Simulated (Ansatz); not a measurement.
`[OH][Hf]([SH])([SH])[SH]`, charge 0, multiplicity 1.

**Question.** Give a relaxed structure at PBE0-D4/def2-TZVP (the Gaussian-basis code of Ansatz). (Estimate.)

**Answer.** The calculation gave: 
```xyz
9

O     2.078   -0.510   -0.338
Hf    0.233   -0.115   -0.204
S    -0.845   -0.736   -2.300
S    -0.938   -1.380    1.530
S     0.010    2.262    0.321
H     2.949   -0.876   -0.207
H    -1.927    0.002   -1.982
H    -0.284   -0.711    2.501
H    -1.276    2.064    0.676
```
This is one stationary point; other conformers may exist.
